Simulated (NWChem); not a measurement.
System: CH$_{7}$GeN; SMILES C[NH][GeH3]

The following NWChem deck was run.

```
start job
memory heap 200 mb stack 900 mb global 1100 mb
geometry units angstroms noautoz
  Ge     0.032167     0.750845    -0.006398
  N     -0.588809    -0.973299    -0.089296
  C      0.319833    -2.090332     0.017797
  H     -1.188536     1.670227    -0.178707
  H      0.751976     1.102805     1.322132
  H      1.033938     0.929831    -1.161463
  H     -1.453577    -1.122172     0.421416
  H     -0.173699    -3.025566    -0.296734
  H      0.739742    -2.263802     1.030683
  H      1.175102    -1.945219    -0.662903
end
basis spherical
  * library 6-31g*
end
dft
  xc m06
  iterations 150
  mulliken
end
task dft energy
```

Parts of the log:

```
             Northwest Computational Chemistry Package (NWChem) 7.3.0
             --------------------------------------------------------

 C1  symmetry detected

                             Geometry "geometry" -> ""
                             -------------------------

 Output coordinates in angstroms (scale by  1.889725989 to convert to a.u.)

  No.       Tag          Charge          X              Y              Z
 ---- ---------------- ---------- -------------- -------------- --------------
    1 Ge                  32.0000     0.03828872     0.75046618    -0.00248310
    2 N                    7.0000    -0.58596403    -0.97315230    -0.07033332
    3 C                    6.0000     0.32408657    -2.09095169     0.01448610
    4 H                    1.0000    -1.18548564     1.67088058    -0.14490189
    5 H                    1.0000     0.79058060     1.10170477     1.30812026
    6 H                    1.0000     1.01173834     0.92872329    -1.18162538
    7 H                    1.0000    -1.43814233    -1.12135157     0.46130823
    8 H                    1.0000    -0.17775096    -3.02574541    -0.28798045
    9 H                    1.0000     0.76843033    -2.26486418     1.01681665
   10 H                    1.0000     1.16261949    -1.94648894    -0.68686146

 Effective nuclear repulsion energy (a.u.)     200.3398662274

                                 NWChem DFT Module
                                 -----------------

 Summary of "ao basis" -> "ao basis" (spherical)
 ------------------------------------------------------------------------------
       Tag                 Description            Shells   Functions and Types
 ---------------- ------------------------------  ------  ---------------------
 Ge                          6-31g*                 12       32   5s4p3d
 N                           6-31g*                  6       14   3s2p1d
 C                           6-31g*                  6       14   3s2p1d
 H                           6-31g*                  2        2   2s

            General Information
            -------------------
          SCF calculation type: DFT
          Wavefunction type:  closed shell.
          No. of atoms     :    10
          No. of electrons :    52
           Alpha electrons :    26
            Beta electrons :    26
          Charge           :     0
          Spin multiplicity:     1
          Use of symmetry is: off; symmetry adaption is: off
          Maximum number of iterations: 150
          AO basis - number of functions:    74
                     number of shells:    38
          Convergence on energy requested:  1.00D-06
          Convergence on density requested:  1.00D-05
          Convergence on gradient requested:  5.00D-04

              XC Information
              --------------
                          M06 Method XC Functional
                     Hartree-Fock (Exact) Exchange  0.270
                           M06 Exchange Functional  1.000
                         M06 Correlation Potential  1.000

             Grid Information
             ----------------
          Grid used for XC integration:  medium
          Radial quadrature: Mura-Knowles
          Angular quadrature: Lebedev.
          Tag              B.-S. Rad. Rad. Pts. Rad. Cut. Ang. Pts.
          ---              ---------- --------- --------- ---------
          Ge                  1.25      112          10.0       590
          N                   0.65       49           8.0       434
          C                   0.70       49          10.0       434
          H                   0.35       45          11.0       434
          Grid pruning is: on
          Number of quadrature shells:   525
          Spatial weights used:  Erf1

      Superposition of Atomic Density Guess
      -------------------------------------

 Sum of atomic energies:       -2170.46305664

      Non-variational initial energy
      ------------------------------

 Total energy =   -2172.021284
 1-e energy   =   -3420.164598
 2-e energy   =    1047.803448
 HOMO         =      -0.280536
 LUMO         =       0.051283

     ---------------------------------------------
      Total Density - Mulliken Population Analysis
     ---------------------------------------------

    Atom       Charge   Shell Charges
 -----------   ------   -------------------------------------------------------
    1 Ge  32    31.62   2.00  2.00  6.00  2.00  5.99  1.15  1.81  0.15  0.36  6.88  2.97  0.31
    2 N    7     7.97   2.00  0.82  2.59  0.81  1.74  0.02
    3 C    6     6.41   2.00  0.70  1.93  0.64  1.09  0.05
    4 H    1     1.00   0.45  0.55
    5 H    1     1.03   0.46  0.57
    6 H    1     1.01   0.45  0.55
    7 H    1     0.58   0.42  0.16
    8 H    1     0.79   0.47  0.32
    9 H    1     0.80   0.48  0.33
   10 H    1     0.79   0.47  0.31

   convergence    iter        energy       DeltaE   RMS-Dens  Diis-err
 ---------------- ----- ----------------- --------- --------- ---------
 d= 0,ls=0.0,diis     1  -2173.6208908363 -2.37D+03  1.09D-02  3.36D-01
 d= 0,ls=0.0,diis     2  -2173.6354543510 -1.46D-02  5.84D-03  2.25D-01
 d= 0,ls=0.0,diis     3  -2173.6540229551 -1.86D-02  1.82D-03  4.99D-02
 d= 0,ls=0.0,diis     4  -2173.6593245724 -5.30D-03  3.88D-04  1.12D-03
 d= 0,ls=0.0,diis     5  -2173.6594292649 -1.05D-04  1.24D-04  6.96D-05
  Resetting Diis
 d= 0,ls=0.0,diis     6  -2173.6594367691 -7.50D-06  4.07D-05  8.77D-06
 d= 0,ls=0.0,diis     7  -2173.6594379275 -1.16D-06  8.97D-06  1.90D-07
 d= 0,ls=0.0,diis     8  -2173.6594379389 -1.14D-08  3.84D-06  1.32D-07

         Total DFT energy =    -2173.659437938883
      One electron energy =    -3423.000692915738
           Coulomb energy =     1142.893231363521
    Exchange-Corr. energy =      -93.891842614094
 Nuclear repulsion energy =      200.339866227428

 Numeric. integr. density =       51.999964273463

                       DFT Final Molecular Orbital Analysis
                       ------------------------------------

 Vector   24  Occ=2.000000D+00  E=-3.432543D-01
              MO Center=  4.1D-02,  1.0D+00, -4.6D-01, r^2= 2.5D+00
   Bfn.  Coefficient  Atom+Function         Bfn.  Coefficient  Atom+Function
  ----- ------------  ---------------      ----- ------------  ---------------
    11      0.385404   1 Ge px               66      0.249135   6 H  s
    65      0.247164   6 H  s                13     -0.229569   1 Ge pz
    62     -0.220850   4 H  s                61     -0.217000   4 H  s
     7     -0.157669   1 Ge px               12     -0.112745   1 Ge py
    35     -0.094538   2 N  px                9      0.093998   1 Ge pz

 Vector   25  Occ=2.000000D+00  E=-3.372602D-01
              MO Center= -5.0D-02,  1.3D-01,  2.2D-02, r^2= 4.1D+00
   Bfn.  Coefficient  Atom+Function         Bfn.  Coefficient  Atom+Function
  ----- ------------  ---------------      ----- ------------  ---------------
    13      0.299295   1 Ge pz               12     -0.270555   1 Ge py
    36      0.222660   2 N  py               62     -0.181043   4 H  s
    50     -0.178163   3 C  py               64      0.171329   5 H  s
    61     -0.168330   4 H  s                63      0.157202   5 H  s
    69      0.144494   8 H  s                70      0.138575   8 H  s

 Vector   26  Occ=2.000000D+00  E=-2.333755D-01
              MO Center= -3.2D-01, -9.6D-01,  2.2D-02, r^2= 2.2D+00
   Bfn.  Coefficient  Atom+Function         Bfn.  Coefficient  Atom+Function
  ----- ------------  ---------------      ----- ------------  ---------------
    37      0.494745   2 N  pz               41      0.422240   2 N  pz
    72     -0.210562   9 H  s                64     -0.205983   5 H  s
    35      0.178579   2 N  px               39      0.167559   2 N  px
    71     -0.149156   9 H  s                38     -0.141450   2 N  s
    51     -0.121300   3 C  pz               66      0.109284   6 H  s

 Vector   27  Occ=0.000000D+00  E= 2.667645D-02
              MO Center=  1.6D-02,  8.0D-01,  1.1D-01, r^2= 5.5D+00
   Bfn.  Coefficient  Atom+Function         Bfn.  Coefficient  Atom+Function
  ----- ------------  ---------------      ----- ------------  ---------------
    16      1.064712   1 Ge py               38      0.807324   2 N  s
    15      0.343695   1 Ge px               52      0.279757   3 C  s
    12      0.249017   1 Ge py               66     -0.246155   6 H  s
    40      0.230919   2 N  py               62     -0.198073   4 H  s
    17     -0.181873   1 Ge pz               36      0.137586   2 N  py

 Vector   28  Occ=0.000000D+00  E= 7.212832D-02
              MO Center=  1.2D-01,  4.5D-01,  3.9D-01, r^2= 6.0D+00
   Bfn.  Coefficient  Atom+Function         Bfn.  Coefficient  Atom+Function
  ----- ------------  ---------------      ----- ------------  ---------------
    15      1.240068   1 Ge px               62      0.943228   4 H  s
    66     -0.822445   6 H  s                17     -0.572185   1 Ge pz
    52     -0.490775   3 C  s                16     -0.473920   1 Ge py
    70      0.293110   8 H  s                11      0.159066   1 Ge px
    74      0.159524  10 H  s                39     -0.141313   2 N  px

 Vector   29  Occ=0.000000D+00  E= 8.265692D-02
              MO Center=  4.7D-03,  5.7D-01,  1.1D-01, r^2= 6.4D+00
   Bfn.  Coefficient  Atom+Function         Bfn.  Coefficient  Atom+Function
  ----- ------------  ---------------      ----- ------------  ---------------
    17      1.194051   1 Ge pz               64     -0.902555   5 H  s
    10      0.601989   1 Ge s                14      0.554161   1 Ge s
    52     -0.533191   3 C  s                15      0.528054   1 Ge px
    66      0.427784   6 H  s                62      0.388296   4 H  s
    72      0.339050   9 H  s                70      0.267773   8 H  s

     ---------------------------------------------
      Total Density - Mulliken Population Analysis
     ---------------------------------------------

    Atom       Charge   Shell Charges
 -----------   ------   -------------------------------------------------------
    1 Ge  32    31.86   2.00  2.00  6.00  2.00  5.99  1.26  2.14  0.05  0.21  6.85  2.95  0.41
    2 N    7     7.63   2.00  0.76  2.51  0.83  1.51  0.02
    3 C    6     6.34   2.00  0.66  2.09  0.62  0.93  0.05
    4 H    1     0.98   0.48  0.50
    5 H    1     1.01   0.48  0.53
    6 H    1     0.99   0.48  0.50
    7 H    1     0.67   0.51  0.16
    8 H    1     0.83   0.53  0.30
    9 H    1     0.85   0.53  0.32
   10 H    1     0.83   0.53  0.30

     -------------------------------------------
      Total Density - Lowdin Population Analysis
     -------------------------------------------

    Atom       Charge   Shell Charges
 -----------   ------   -------------------------------------------------------
    1 Ge  32    31.92   2.00  2.00  5.99  1.98  5.90  0.83  1.88  0.32  0.68  6.65  3.09  0.60
    2 N    7     7.45   1.99  0.68  2.35  0.54  1.83  0.05
    3 C    6     6.29   1.99  0.54  1.88  0.43  1.35  0.10
    4 H    1     0.98   0.47  0.51
    5 H    1     1.00   0.47  0.53
    6 H    1     0.98   0.47  0.52
    7 H    1     0.75   0.48  0.27
    8 H    1     0.87   0.51  0.37
    9 H    1     0.89   0.51  0.38
   10 H    1     0.87   0.50  0.36

     Multipole analysis of the density
     ---------------------------------

     L   x y z        total         alpha         beta         nuclear
     -   - - -        -----         -----         ----         -------
     0   0 0 0     -0.000000    -26.000000    -26.000000     52.000000

     1   1 0 0     -0.064961     -0.032480     -0.032480      0.000000
     1   0 1 0     -0.145390     -0.072695     -0.072695     -0.000000
     1   0 0 1      0.297846      0.148923      0.148923      0.000000

     2   2 0 0    -23.279023    -29.810174    -29.810174     36.341324
     2   1 1 0      0.102378      2.154345      2.154345     -4.206312
     2   1 0 1     -1.320880     -0.115191     -0.115191     -1.090497
     2   0 2 0    -22.942749   -145.534755   -145.534755    268.126761
     2   0 1 1     -0.768642      0.102282      0.102282     -0.973207
     2   0 0 2    -24.887792    -21.310724    -21.310724     17.733657
```

Level: M06/6-31G* (spherical d). All runs use the structure optimised with PBE0/def2-SVP.
